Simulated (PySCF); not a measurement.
Members of one series of related molecules.

All values: PBE0/pcSseg-1 (PySCF) at GFN2-xTB geometries, gas phase, one conformer each.

Question: Rank by the highest IAO charge on any atom, lowest value first.
A. `N#C[SiH]1SCCS1`
B. `C=N[SiH]1SCCS1`
C. `CC(C)(C)[SiH]1SCCS1`
D. `O=CO[SiH]1SCCS1`
E. `COC[SiH]1SCCS1`

Answer: C (+0.726 e), A (+0.744 e), E (+0.774 e), B (+0.857 e), D (+0.943 e).

Question: Rank by LUMO energy, lowest first.
A. `N#C[SiH]1SCCS1`
B. `CC(C)(C)[SiH]1SCCS1`
C. `O=CO[SiH]1SCCS1`
D. `CC(=S)[SiH]1SCCS1`

Answer: D (-2.72 eV), A (-1.28 eV), C (-0.65 eV), B (-0.20 eV).

Question: Rank by dipole moment, lowest first.
A. `[O:1]=[C:2]([SiH:3]1[S:4][CH2:5][CH2:6][S:7]1)[C:8]([F:9])([F:10])[F:11]` with O1–C2–Si3–S4 137°, C2–Si3–S4–C5 138°, Si3–S4–C5–C6 -46°, S4–C5–C6–S7 61°, C5–C6–S7–Si3 -39°
B. `[O:1]=[CH:2][O:3][SiH:4]1[S:5][CH2:6][CH2:7][S:8]1` with O1–C2–O3–Si4 2°, C2–O3–Si4–S5 99°, O3–Si4–S5–C6 115°, Si4–S5–C6–C7 31°, S5–C6–C7–S8 -59°, C6–C7–S8–Si4 51°
C. `[CH3:1][C:2]([CH3:3])([CH3:4])[SiH:5]1[S:6][CH2:7][CH2:8][S:9]1` with C2–Si5–S6–C7 -142°, Si5–S6–C7–C8 48°, S6–C7–C8–S9 -61°, C7–C8–S9–Si5 36°
D. `[CH3:1][C:2](=[S:3])[SiH:4]1[S:5][CH2:6][CH2:7][S:8]1` with C1–C2–Si4–S5 44°, C2–Si4–S5–C6 -144°, Si4–S5–C6–C7 50°, S5–C6–C7–S8 -60°, C6–C7–S8–Si4 33°
E. `[CH2:1]=[N:2][SiH:3]1[S:4][CH2:5][CH2:6][S:7]1` with C1–N2–Si3–S4 127°, N2–Si3–S4–C5 123°, Si3–S4–C5–C6 -42°, S4–C5–C6–S7 61°, C5–C6–S7–Si3 -42°
F. `[CH3:1][O:2][CH2:3][SiH:4]1[S:5][CH2:6][CH2:7][S:8]1` with C1–O2–C3–Si4 -179°, O2–C3–Si4–S5 -136°, C3–Si4–S5–C6 -120°, Si4–S5–C6–C7 -32°, S5–C6–C7–S8 59°, C6–C7–S8–Si4 -50°

Answer: C (0.57 D), E (0.89 D), F (1.28 D), B (2.70 D), D (3.09 D), A (3.70 D).

All values together:

| SMILES | formula | μ (D) | HOMO (eV) | LUMO (eV) | lowest IAO charge (e) | highest IAO charge (e) | lowest Hirshfeld charge (e) | highest Hirshfeld charge (e) |
| --- | --- | --- | --- | --- | --- | --- | --- | --- |
| COC[SiH]1SCCS1 | C4H10OS2Si | 1.28 | -6.92 | -0.28 | -0.388 (O) | +0.774 (Si) | -0.143 (O) | +0.313 (Si) |
| N#C[SiH]1SCCS1 | C3H5NS2Si | 4.51 | -7.62 | -1.28 | -0.330 (C) | +0.744 (Si) | -0.184 (N) | +0.347 (Si) |
| C=N[SiH]1SCCS1 | C3H7NS2Si | 0.89 | -6.88 | -1.34 | -0.523 (N) | +0.857 (Si) | -0.232 (N) | +0.324 (Si) |
| CC(=S)[SiH]1SCCS1 | C4H8S3Si | 3.09 | -6.49 | -2.72 | -0.430 (C) | +0.738 (Si) | -0.124 (C) | +0.288 (Si) |
| O=CO[SiH]1SCCS1 | C3H6O2S2Si | 2.70 | -7.29 | -0.65 | -0.578 (O) | +0.943 (Si) | -0.241 (O) | +0.357 (Si) |
| CC(C)(C)[SiH]1SCCS1 | C6H14S2Si | 0.57 | -6.88 | -0.20 | -0.416 (C) | +0.726 (Si) | -0.124 (C) | +0.306 (Si) |
| O=C([SiH]1SCCS1)C(F)(F)F | C4H5F3OS2Si | 3.70 | -7.43 | -2.65 | -0.329 (C) | +0.767 (C) | -0.175 (O) | +0.287 (Si) |

Conformers: `[CH3:1][O:2][CH2:3][SiH:4]1[S:5][CH2:6][CH2:7][S:8]1` with C1–O2–C3–Si4 -179°, O2–C3–Si4–S5 -136°, C3–Si4–S5–C6 -120°, Si4–S5–C6–C7 -32°, S5–C6–C7–S8 59°, C6–C7–S8–Si4 -50°; `[N:1]#[C:2][SiH:3]1[S:4][CH2:5][CH2:6][S:7]1` with C2–Si3–S4–C5 -130°, Si3–S4–C5–C6 42°, S4–C5–C6–S7 -60°, C5–C6–S7–Si3 41°; `[CH2:1]=[N:2][SiH:3]1[S:4][CH2:5][CH2:6][S:7]1` with C1–N2–Si3–S4 127°, N2–Si3–S4–C5 123°, Si3–S4–C5–C6 -42°, S4–C5–C6–S7 61°, C5–C6–S7–Si3 -42°; `[CH3:1][C:2](=[S:3])[SiH:4]1[S:5][CH2:6][CH2:7][S:8]1` with C1–C2–Si4–S5 44°, C2–Si4–S5–C6 -144°, Si4–S5–C6–C7 50°, S5–C6–C7–S8 -60°, C6–C7–S8–Si4 33°; `[O:1]=[CH:2][O:3][SiH:4]1[S:5][CH2:6][CH2:7][S:8]1` with O1–C2–O3–Si4 2°, C2–O3–Si4–S5 99°, O3–Si4–S5–C6 115°, Si4–S5–C6–C7 31°, S5–C6–C7–S8 -59°, C6–C7–S8–Si4 51°; `[CH3:1][C:2]([CH3:3])([CH3:4])[SiH:5]1[S:6][CH2:7][CH2:8][S:9]1` with C2–Si5–S6–C7 -142°, Si5–S6–C7–C8 48°, S6–C7–C8–S9 -61°, C7–C8–S9–Si5 36°; `[O:1]=[C:2]([SiH:3]1[S:4][CH2:5][CH2:6][S:7]1)[C:8]([F:9])([F:10])[F:11]` with O1–C2–Si3–S4 137°, C2–Si3–S4–C5 138°, Si3–S4–C5–C6 -46°, S4–C5–C6–S7 61°, C5–C6–S7–Si3 -39°.
